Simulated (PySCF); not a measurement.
# LDA on C⁺ (carbon, charge +1)

Configuration: [He] 2s1 2p1 3s1, high-spin 4P determinant (an excited configuration). All numbers are calculated (PySCF 2.14, the spin-free X2C one-electron Hamiltonian (Gaussian nucleus), in dyall-acv3z (15s9p4d2f, 76 functions)).

- Total energy: -36.3170 hartree
- One-electron energy: -45.4415 hartree
- Hartree (Coulomb) energy: 13.3995 hartree
- Exchange-correlation energy: -4.2749 hartree
- ⟨S²⟩: 3.7500
- ⟨L²⟩: 2.008
- Sum of ⟨r⟩: 7.343 bohr
- Sum of ⟨r²⟩: 23.74 bohr²
- Traceless quadrupole moment −½Σ⟨3z² − r²⟩ along its main axis: -0.334 e·bohr²
- Langevin diamagnetic susceptibility: -18.8 ×10⁻⁶ cm³/mol

```
shell  electrons  mean orbital energy (hartree)  rms radius, mean of both spins (bohr)
 1s α          1                      -10.92877                                  0.316
 1s β          1                      -10.86473                                  0.316
 2s α          1                       -1.24778                                   1.50
 2p α          1                       -0.94507                                   1.48
 3s α          1                       -0.30062                                   4.37
```

The outer electron is Rydberg-like, and this basis confines it to a smaller radius and binds it less than a complete one would.
